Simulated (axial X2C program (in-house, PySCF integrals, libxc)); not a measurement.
## GaZr: properties at the nuclei

Computed with an in-house all-electron X2C program for linear molecules (integrals from PySCF): two-component X2C with atomic mean-field Coulomb and Gaunt terms, Gaussian nuclei, basis Zr dyall-cv3z, Ga dyall-cv3z with contracted cores.

R = 2.599 Å (near the PBE0 minimum at charge 0 of the determinant lowest at the starting distance; the state shown can have its own minimum elsewhere).

Determinant lowest in the PBE0 search, Ω = 1/2 (⟨Sz⟩ = 2.50, ⟨Lz⟩ = -2.00 at PBE0), spin on the atoms Zr 1.92, Ga 0.58:

```
 level  Eeff magnitude (GV/cm)  Ws magnitude Zr (kHz)  Ws magnitude Ga (kHz)  A∥/gI Zr (MHz)  qzz Zr (a.u.)  A∥/gI Ga (MHz)  qzz Ga (a.u.)  μ (D)
  PBE0                   0.307                  0.375                  0.934            2450          -0.61           -76.5          -0.95  -2.69
    HF                    1.01                 0.0915                   1.18            1910           0.11            -460          -0.43  -4.41
 PBE50                   0.711                 0.0903                   1.07            2320          -0.52            -119          -1.06  -3.37
  BP86                  0.0754                  0.657                  0.807            2690          -0.70            9.89          -0.80  -2.09
r2SCAN                   0.283                  0.377                  0.946            2610          -0.70            -310          -0.83  -2.69
```

Determinant 0.08 eV from it at PBE0 and this distance, Ω = 9/2 (⟨Sz⟩ = 2.50, ⟨Lz⟩ = 2.00 at PBE0), spin on the atoms Zr 1.92, Ga 0.58:

```
 level  Eeff magnitude (GV/cm)  Ws magnitude Zr (kHz)  Ws magnitude Ga (kHz)  A∥/gI Zr (MHz)  qzz Zr (a.u.)  A∥/gI Ga (MHz)  qzz Ga (a.u.)  μ (D)
  PBE0                   0.327                 0.0392                  0.103             447          -0.65           -11.3          -0.95  -2.66
    HF                    1.09                 0.0307                  0.124             371          -0.30           -76.8          -1.12  -4.61
 PBE50                   0.746                0.00467                  0.117             431          -0.56           -23.1          -1.07  -3.33
  BP86                  0.0657                 0.0721                 0.0899             476          -0.75            2.13          -0.81  -2.06
r2SCAN                   0.298                 0.0406                  0.105             469          -0.75           -33.3          -0.84  -2.67
```

Eeff is the effective electric field on the electron electric dipole moment in this Ω state and Ws the scalar–pseudoscalar constant of the nucleus named (defined with the proton number Z and per Ω); A∥ (defined per Ω) follows by multiplying with gI = μI/(I μN); qzz is the electric field gradient, eQq0 = 234.96 MHz × Q/barn × qzz; μ is positive if the Ga end (last atom) is positive. The operators were transformed with the bare-nucleus X2C matrices; with these basis sets, hyperfine constants and field gradients can be off by tens of per cent, and where levels differ in sign neither size nor sign is settled.

(1) With gI(91Zr) = -0.5214 (g factors from the IAEA table of nuclear moments by Stone), turn the PBE0 values of the first state into constants in MHz.

Each state is one determinant with collinear spin, which with several unpaired electrons need not be a pure state. Unrestricted Hartree–Fock can overshoot spin polarisation at the nuclei. In the state Ω = 1/2 the sign of Eeff differs between levels (BP86 against PBE0). In the state Ω = 9/2 the sign of Eeff differs between levels (BP86 against PBE0). With several open shells hyperfine constants can be off by a factor of several. Where Eeff spreads by more than a factor of two the levels disagree and none is to be relied on. States lie within half an eV, so the first need not be the ground state. The sign of Ws at Zr differs between levels in the first state. The sign of Ws at Zr differs between levels in the second state. Further determinants of the search, some of them spin-mixed, are not shown. Where a field gradient or hyperfine factor spreads by more than a factor of two over the levels, a constant derived from it is not to be relied on. PBE0 term energies can be off by some tenths of an eV.

Answers

(1) A∥(91Zr) = 2450 × -0.5214 = -1280 MHz.
